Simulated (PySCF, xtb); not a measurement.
SrF, SMILES [F][Sr+], charge +1.

GFN2-xTB (xtb) at its own geometry gives an orbital gap of 1.28 eV.

The structure is a stationary point at B3LYP-D3(BJ)/def2-TZVPD. The multiplicity is an assumed one; other spin states were not compared. The def2 effective core potentials stand for the cores of Sr; spin–orbit coupling is left out.

Problem. What does PBE0/def2-TZVPD run with PySCF give? (Estimate from the structure and the level; the computed values follow.)

Solution. gap 7.59 eV (levels -14.38 and -6.79 eV).
